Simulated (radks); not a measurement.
P I, configuration [Ne] 3s2 3p3.

Method: scalar-relativistic Kohn-Sham, MS2 meta-GGA, spin-unpolarised, spherical densities, finite nucleus; meta-GGA in the generalised Kohn-Sham scheme; Fermi nuclear charge, rms radius 3.1889 fm; computed with a radial shooting solver on a logarithmic mesh with Libxc functionals.

Energy parts (hartree):
part                      energy
total                 -342.05192
kinetic                343.11040
electron-nucleus      -815.54565
Hartree                153.54081
exchange-correlation   -23.15749

Orbitals (lengths in bohr, moments of r in powers of bohr):
orbital  occ.  eigenvalue (hartree)   <1/r>     <r>    <r^2>
1s          2             -76.89779   14.66  0.1034  0.01440
2s          2              -6.54827   2.836  0.5161   0.3171
2p          6              -4.62246   2.708  0.4847   0.2945
3s          2              -0.53711  0.7061   1.910    4.226
3p          3              -0.20419  0.5720   2.358    6.676

The highest occupied level is 3p at -5.556 eV. Summed over all electrons, <r^2> = 30.91 bohr^2, which gives a Langevin (diamagnetic) susceptibility term of -24.5 x 10^-6 cm^3/mol. The density falls to 0.001 e/bohr^3 at r = 4.25 bohr.
